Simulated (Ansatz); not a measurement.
Gas-phase electronic energies from Ansatz, PBE0-D4/def2-TZVP geometries. CBS: MP2 limit from def2 TZ/QZ plus the TZ coupled-cluster correction, frozen cores. Functionals use def2-TZVPP. B3LYP here is the variant with VWN-RPA as its local correlation; programs differ in this. HSE06 is defined as in plane-wave codes. def2 core potentials past Kr. For Sn, Zr outer-core shells are correlated without core-valence functions, which leaves a few kJ/mol of doubt a bond. Each species was taken in one conformer, which may not be the lowest.

Consider the redistribution: `C#[C][Zr]([OH])([F])[O]C` + `[OH][Sn][OH]` → `C#[C][Zr]([OH])([OH])[F]` + `C[O][Sn][OH]`.

```json
{"level": "revPBE-D4", "ΔE (kcal/mol)": "3.3", "difference from CCSD(T)/CBS": "-0.5"}
{"level": "B3LYP-D4", "ΔE (kcal/mol)": "3.4", "difference from CCSD(T)/CBS": "-0.4"}
{"level": "r2SCANh-D4", "ΔE (kcal/mol)": "3.7", "difference from CCSD(T)/CBS": "-0.1"}
{"level": "HSE06-D4", "ΔE (kcal/mol)": "3.7", "difference from CCSD(T)/CBS": "-0.1"}
{"level": "ωB97X-V", "ΔE (kcal/mol)": "3.4", "difference from CCSD(T)/CBS": "-0.4"}
{"level": "B2PLYP", "ΔE (kcal/mol)": "4.2", "difference from CCSD(T)/CBS": "0.4"}
{"level": "revPBE", "ΔE (kcal/mol)": "4.4", "difference from CCSD(T)/CBS": "0.6"}
{"level": "r2SCAN", "ΔE (kcal/mol)": "3.8", "difference from CCSD(T)/CBS": "0.0"}
{"level": "PBE0", "ΔE (kcal/mol)": "4.0", "difference from CCSD(T)/CBS": "0.2"}
{"level": "B3LYP", "ΔE (kcal/mol)": "4.1", "difference from CCSD(T)/CBS": "0.3"}
{"level": "CAM-B3LYP", "ΔE (kcal/mol)": "3.8", "difference from CCSD(T)/CBS": "0.0"}
{"level": "HF/def2-SVP", "ΔE (kcal/mol)": "2.1", "difference from CCSD(T)/CBS": "-1.7"}
{"level": "MP2/def2-SVP", "ΔE (kcal/mol)": "2.6", "difference from CCSD(T)/CBS": "-1.2"}
{"level": "CCSD/def2-SVP", "ΔE (kcal/mol)": "2.4", "difference from CCSD(T)/CBS": "-1.4"}
{"level": "CCSD(T)/def2-TZVPP", "ΔE (kcal/mol)": "4.2", "difference from CCSD(T)/CBS": "0.4"}
{"level": "SCS-MP2/def2-QZVPP", "ΔE (kcal/mol)": "4.1", "difference from CCSD(T)/CBS": "0.3"}
{"level": "CCSD(T)/CBS", "ΔE (kcal/mol)": "3.8", "difference from CCSD(T)/CBS": "0"}
```

Largest T1 diagnostic among the species: 0.018.

Leaving LDA and LC-ωPBE aside and taking each functional with its dispersion term where it has one, the values, not all of them listed here, spread over 1.0 kcal/mol, from ωB97M-V to B2PLYP. At CCSD(T), def2-SVP lies −1.3 kcal/mol from the extrapolated value and def2-TZVPP +0.4 kcal/mol.
